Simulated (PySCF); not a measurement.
ClFH₅NSi₂, SMILES N[SiH2][Si@H](F)Cl. Atoms are numbered in the order given.

```xyz
10

N     -2.7374     0.6151     0.8395
Si    -1.5501    -0.4473     0.1592
Si     0.6751     0.2923     0.3030
F      0.8067     1.7293    -0.4541
Cl     1.8880    -1.0587    -0.6909
H     -2.8228     0.6921     1.8469
H     -2.9163     1.5090     0.3950
H     -1.8303    -0.6289    -1.2967
H     -1.6191    -1.7593     0.8713
H      1.2443     0.4849     1.6677
```

Geometry optimised at PBE0-D3(BJ)/def2-SVP. The structure was generated by enumeration; whether it is a known compound was not checked. The values are those of a single conformer.

Level of theory: PBE/pcSseg-1 (PySCF).

GIAO shieldings, no solvent; atoms listed in one row are averaged. δ = σ(ref) − σ: ¹⁵N against NH3 (σ = 267.0 ppm); ²⁹Si against TMS (σ = 335.4 ppm); ¹⁹F against CFCl3 (σ = 133.6 ppm); ³⁵Cl against HCl (σ = 936.5 ppm); ¹H against TMS (σ = 31.49 ppm), references at their B3LYP-D3(BJ)/def2-TZVP geometries, non-relativistic (without spin–orbit terms, shifts of atoms bonded to Cl or Br come out too high).

```
nucleus  atoms  count  δ (ppm)
-------  -----  -----  -------
¹⁵N         N1      1      1.2
²⁹Si       Si3      1     23.5
²⁹Si       Si2      1    -51.7
¹⁹F         F4      1   -201.7
³⁵Cl       Cl5      1     75.3
¹H         H10      1     6.36
¹H          H8      1     5.28
¹H          H9      1     5.09
¹H          H7      1     0.02
¹H          H6      1    -0.10
```
